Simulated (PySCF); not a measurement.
Job file and geometry (Å, from GFN2-xTB) of a spin–spin coupling run on `C[O+](C)[GaH3-]`, C2H9GaO, PySCF, B3LYP/pcJ-1 Ga:pcSseg-1 indirect spin-spin coupling, non-relativistic, gas phase; density fitting, a coarse starting grid and PySCF grid level 2 are the driver's defaults:

```
{"job": {"kind": "j", "xc": "B3LYP", "basis": "pcJ-1"}, "charge": 0, "multiplicity": 1}
C     -0.319566     1.499777     0.026934
O     -0.109761     0.105092    -0.085826
C     -1.281495    -0.666606     0.096528
Ga     1.727466    -0.885515    -0.152571
H     -0.709227     1.756933     1.016894
H     -1.017029     1.844809    -0.743079
H      0.652898     1.971073    -0.117282
H     -1.711212    -0.493824     1.088016
H     -2.022879    -0.427839    -0.672991
H     -0.979846    -1.711910     0.005617
H      2.575797     0.329113    -0.610259
H      1.339776    -1.969214    -1.194151
H      1.850691    -1.351403     1.324441
```

**Question.** What does the program print?

**Answer.** 
```
coarse grid: 45208 points
cycle   1  E = -2081.4439725752  dE = -4.279e-01  |g| = 1.083e+00  |ddm| = 2.705e+00
cycle   2  E = -2081.3540800537  dE =  8.989e-02  |g| = 1.348e+00  |ddm| = 1.062e+00
cycle   3  E = -2081.5373425220  dE = -1.833e-01  |g| = 1.705e-01  |ddm| = 7.259e-01
cycle   4  E = -2081.5414992046  dE = -4.157e-03  |g| = 7.693e-02  |ddm| = 1.221e-01
cycle   5  E = -2081.5422603244  dE = -7.611e-04  |g| = 7.549e-03  |ddm| = 4.493e-02
cycle   6  E = -2081.5422704306  dE = -1.011e-05  |g| = 8.069e-04  |ddm| = 7.314e-03
cycle   7  E = -2081.5422705806  dE = -1.501e-07  |g| = 2.080e-04  |ddm| = 1.051e-03
final grid: 95264 points
cycle   8  E = -2081.5422722841  dE = -4.982e-08  |g| = 2.538e-04  |ddm| = 1.200e-03
cycle   9  E = -2081.5422722735  dE =  1.059e-08  |g| = 3.645e-04  |ddm| = 4.799e-04
cycle  10  E = -2081.5422722982  dE = -2.470e-08  |g| = 4.508e-05  |ddm| = 2.567e-04
cycle  11  E = -2081.5422722985  dE = -3.492e-10  |g| = 9.703e-06  |ddm| = 2.634e-05
converged SCF energy = -2081.5422722985

Indirect spin-spin couplings (Hz)
  i      j    bonds     total        FC       PSO       DSO        SD
  0 C    1 O    1     16.505    17.540    -0.884    -0.151         -
  0 C    2 C    2     -0.813    -0.489    -0.290    -0.034         -
  0 C    4 H    1    149.324   148.360     0.142     0.823         -
  0 C    5 H    1    150.110   149.155     0.141     0.815         -
  0 C    6 H    1    152.259   151.359     0.057     0.843         -
  0 C    7 H    3      2.088     2.045     0.066    -0.023         -
  0 C    8 H    3      1.729     1.696     0.072    -0.040         -
  0 C    9 H    3     10.824    10.812     0.599    -0.587         -
  0 C   10 H    3      2.118     2.014    -0.029     0.133         -
  0 C   11 H    3      2.169     2.413     0.257    -0.501         -
  0 C   12 H    3      0.109     0.255     0.157    -0.303         -
  1 O    2 C    1     16.326    17.422    -0.942    -0.153         -
  1 O    4 H    2     -2.797    -2.165    -0.669     0.037         -
  1 O    5 H    2     -3.446    -2.829    -0.652     0.035         -
  1 O    6 H    2     -8.889    -8.114    -0.707    -0.068         -
  1 O    7 H    2     -2.767    -2.109    -0.692     0.034         -
  1 O    8 H    2     -3.392    -2.758    -0.667     0.033         -
  1 O    9 H    2     -9.619    -8.806    -0.733    -0.080         -
  1 O   10 H    2    -10.245   -10.333     0.066     0.022         -
  1 O   11 H    2     -9.539    -9.644     0.069     0.036         -
  1 O   12 H    2     -6.933    -7.101     0.085     0.083         -
  2 C    4 H    3      2.052     2.008     0.066    -0.021         -
  2 C    5 H    3      1.810     1.775     0.068    -0.032         -
  2 C    6 H    3     10.832    10.823     0.599    -0.590         -
  2 C    7 H    1    149.224   148.243     0.139     0.842         -
  2 C    8 H    1    149.876   148.904     0.140     0.833         -
  2 C    9 H    1    152.458   151.507     0.058     0.892         -
  2 C   10 H    3      3.838     4.156     0.293    -0.611         -
  2 C   11 H    3      2.071     2.007    -0.017     0.082         -
  2 C   12 H    3      0.141     0.174     0.046    -0.079         -
  4 H    5 H    2     -8.099    -8.311     2.619    -2.407         -
  4 H    6 H    2    -12.501   -12.797     2.594    -2.298         -
  4 H    7 H    4      0.289     0.076    -1.244     1.456         -
  4 H    8 H    4      0.891     0.868     0.781    -0.758         -
  4 H    9 H    4     -0.197    -0.227     1.765    -1.735         -
  4 H   11 H    4     -0.407     0.459     1.190    -2.056         -
  4 H   12 H    4     -0.202    -0.154     0.236    -0.284         -
  5 H    6 H    2    -12.578   -12.853     2.615    -2.341         -
  5 H    7 H    4      0.890     0.865     0.766    -0.740         -
  5 H    8 H    4      0.281     0.105    -1.182     1.359         -
  5 H    9 H    4     -0.227    -0.258     1.790    -1.760         -
  5 H   11 H    4     -0.200     0.192     0.729    -1.121         -
  5 H   12 H    4     -0.426     0.220     1.224    -1.871         -
  6 H    7 H    4     -0.209    -0.224     1.776    -1.761         -
  6 H    8 H    4     -0.237    -0.248     1.793    -1.782         -
  6 H    9 H    4      1.976     2.050     2.042    -2.116         -
  6 H   10 H    4      0.674    -0.625    -1.490     2.789         -
  6 H   11 H    4     -0.883     0.461     0.688    -2.032         -
  6 H   12 H    4     -0.682     0.071     0.279    -1.032         -
  7 H    8 H    2     -8.125    -8.364     2.619    -2.380         -
  7 H    9 H    2    -12.413   -12.787     2.550    -2.177         -
  7 H   10 H    4     -0.509     0.395     1.092    -1.996         -
  7 H   11 H    4     -0.416    -0.200     0.993    -1.209         -
  7 H   12 H    4      0.160    -0.087     0.025     0.222         -
  8 H    9 H    2    -12.542   -12.891     2.566    -2.216         -
  8 H   11 H    4      0.160    -0.108     0.358    -0.090         -
  8 H   12 H    4     -0.715    -0.263     1.195    -1.647         -
  9 H   10 H    4     -1.306     0.692     0.902    -2.901         -
  9 H   11 H    4      0.399    -0.687    -1.333     2.418         -
 10 H   11 H    2     18.924    23.253     1.133    -5.463         -
 10 H   12 H    2     21.269    25.488     1.117    -5.336         -
 11 H   12 H    2     23.850    27.878     1.074    -5.101         -
```

Size and cost of the density-fitted run: 212 basis functions, 45 s wall time on 1 thread of an Arm Neoverse N1, shared host.
